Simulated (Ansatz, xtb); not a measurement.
**Isomers of C6H5F2N in order of energy**

4 gas-phase structures of C6H5F2N, from a drawn sample of its isomers (lower ones may exist). Each was relaxed with GFN2-xTB:

A. `Nc1c(F)cccc1F`, a singlet
B. `Nc1ccc(F)cc1F`, a singlet
C. `Cc1ncc(F)cc1F`, a singlet
D. `FC(F)c1ccncc1`, a singlet

Question: Make a reasoned guess at their ranking by r2SCAN-D4/def2-SVP single-point energy.

Answer: Calculated order at r2SCAN-D4/def2-SVP: A (0.0), B (4.0), D (21.9), C (22.1) kJ/mol. Less than 1 kcal/mol parts A and B; D and C, so the order within those pairs means little.

Energies above the lowest of each column, in kJ/mol; the last columns are at PBE0-D3(BJ)/def2-SVP geometries:

```
structure  GFN2-xTB  HF/STO-3G  r2SCAN-D4/def2-SVP  PBE0-D3(BJ)/def2-SVP  CCSD(T)/def2-SVP + ΔMP2/def2-TZVPP
        A      12.7       40.2                 0.0                   0.0                                 0.3
        B      10.5       36.1                 4.0                   3.2                                 3.6
        D      29.5       33.0                21.9                  18.2                                 0.0
        C       0.0        0.0                22.1                  21.9                                18.6
```

CCSD(T)/def2-SVP + ΔMP2/def2-TZVPP puts D lowest, with A and B within 1 kcal/mol; GFN2-xTB picks C, HF/STO-3G picks C. CCSD(T)/def2-SVP + ΔMP2/def2-TZVPP orders those it was run on as D (0.0), A (0.3), B (3.6), C (18.6) kJ/mol. Less than 1 kcal/mol parts D and A; A and B, so the order within those pairs means little. Flexible structures stand in one conformer each, not always the lowest. ΔMP2 is the change of the MP2 energy from the smaller to the larger basis.

Over these structures GFN2-xTB departs from r2SCAN-D4/def2-SVP by 11.6 kJ/mol on average once a common shift is removed. A GFN2-xTB relaxation took about 0.071 s and the r2SCAN-D4/def2-SVP energy about 2.3 s on a shared host (Ansatz 0.2.0, xtb 6.7.1).
